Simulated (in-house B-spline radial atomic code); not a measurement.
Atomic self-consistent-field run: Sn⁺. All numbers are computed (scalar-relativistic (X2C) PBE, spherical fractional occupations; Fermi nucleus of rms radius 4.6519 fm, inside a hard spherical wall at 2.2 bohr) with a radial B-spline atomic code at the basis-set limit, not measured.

Command:
```bash
python run_scf.py task.json out
```
Settings (nuclear radius in fm, mass in u):
```
Z                50
configuration    [Kr] 4d10 5s2 5p1
hamiltonian      x2c
method           pbe,pbe
spin_polarised   False
nucleus          fermi
rms_radius       4.6519
atomic_mass      119.9022
speed_of_light   137.035999084
wall_radius      2.2
```

Output (hartree, bohr):
```
 radial grid: 59 intervals, B-splines of order 8, outer radius 2.2 bohr

 iter        energy (Eh)    residual
    1       -6168.438358    4.48e-01
    2       -6168.665545    8.82e-02
    3       -6168.757576    1.80e-02
    4       -6168.759447    4.92e-03
    5       -6168.759585    1.82e-03
    6       -6168.759601    1.65e-04
    7       -6168.759602    4.50e-05
    8       -6168.759602    2.76e-07

 total energy                     -6168.75960
 kinetic                            6532.4476
 electron-nucleus                 -15060.8655
 Hartree                            2527.8426
 exchange-correlation               -168.1843

 orbital      occ     eigenvalue          <r>       <r^2>       <1/r>       r_max
 1s         2.000     -1062.9750     0.028476  0.00110791     55.4988     0.01808
 2s         2.000      -159.4730     0.125034   0.0184966     12.5805       0.106
 2p         6.000      -143.1193     0.109335   0.0146102     11.7003     0.08465
 3s         2.000       -29.9083     0.339564    0.131995     4.39739      0.3079
 3p         6.000       -24.5546     0.338013    0.132716      4.1093      0.3012
 3d        10.000       -16.2615      0.31548    0.118237     3.85766      0.2514
 4s         2.000        -4.0670     0.830071    0.778422     1.68624      0.7524
 4p         6.000        -2.4763      0.89474     0.90744     1.51524      0.7983
 4d        10.000        -0.1220      1.02206      1.1812     1.26102      0.9041
 5s         2.000         1.5295      1.36533     2.05819     1.03471       1.528
 5p         1.000         2.3564      1.35646     2.06198     1.05634       1.576
```

Cost of the run: 0.07 s on 1 thread of Arm Neoverse V1, on a shared host.

One-electron X2C: radii and densities carry no picture-change correction, so inner-shell <1/r> comes out high (for 1s by about 2 % at Z = 33, 5 % at 54, 10 % at 75, 30 % at 118) and <r> low.
